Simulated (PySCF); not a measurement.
# One molecule, several mistakes: H4O2Si2

These are calculations, not measurements. They come from PySCF 2.14.0, an open-source quantum chemistry program, on an isolated molecule that a program drew, which may never have been made. The molecule is H4O2Si2 (charge 0, singlet), drawn as the SMILES string `O[Si]O[SiH3]`.

Each row is a Hartree-Fock (HF) and frozen-core CCSD(T) single point in the cc-pV(D+d)Z basis, meant for a local HF minimum. Run 1 is clean. Each other run has one planted mistake out of seven kinds, and not every kind appears here: one electron removed, one electron added, multiplicity raised by two, geometry at a saddle point, minimal basis STO-3G, one bond length entered in bohr, all coordinates scaled. The reference is restricted for singlets and unrestricted otherwise, and also for a bond in bohr. Adding or removing an electron swaps singlet and doublet. Electrons count all cores. HOMO and LUMO are orbital energies over both spins, the gradient is its largest component, and the lowest frequency (negative if imaginary) is given only where the gradient is small. Bond lengths are over the 7 bonds as drawn. T1 is the CCSD diagnostic: over 0.02 (restricted) or 0.045 (unrestricted) a single reference is doubtful.

Geometry of the clean run:
```xyz
8
H4O2Si2, angstrom
O    -1.4277   -0.9218    1.9917
Si   -0.5293   -0.1377    0.8619
O     0.9987   -0.6323    1.2853
Si    2.6214   -0.5831    0.9980
H    -0.9947   -1.4696    2.6346
H     3.3090   -0.0548    2.1933
H     3.1046   -1.9496    0.7150
H     2.9136    0.2889   -0.1601
```

```
run,electrons,basis functions,<S^2>,HOMO (eV),LUMO (eV),gradient (hartree/bohr),lowest frequency (cm^-1),mean bond (Å),longest bond (Å),T1,HF (hartree),CCSD(T) (hartree),mistake
1,48,94,0.000,-9.70,2.18,4.3e-06,45,1.4763,1.661,0.0151,-730.03781,-730.64179,no fault
2,48,94,0.000,-10.15,1.62,6.4e-02,-,1.6017,1.802,0.0190,-729.98709,-730.60849,all coordinates scaled
3,49,94,0.779,0.70,8.01,8.6e-02,-,1.4763,1.661,0.0165,-729.98410,-730.58970,one electron added
4,48,32,0.000,-6.19,7.67,3.0e-02,-,1.4763,1.661,0.0200,-721.24921,-721.44204,?
```

**Which mistake was planted in run 4, and what did it cost?**

It has 32 basis functions where the clean run has 94, with the same electrons and geometry. So the mistake is: minimal basis STO-3G. Subtracting run 1 and multiplying by 627.51 kcal/mol a hartree, the energy moved by 5514.9 kcal/mol in HF and 5772.9 kcal/mol in CCSD(T).

Cautions from the logs. Run 3: the HOMO is above zero, so the electron isn't bound and the energy depends on the basis; run 4: T1 is over the limit, so its CCSD(T) energy is less reliable.
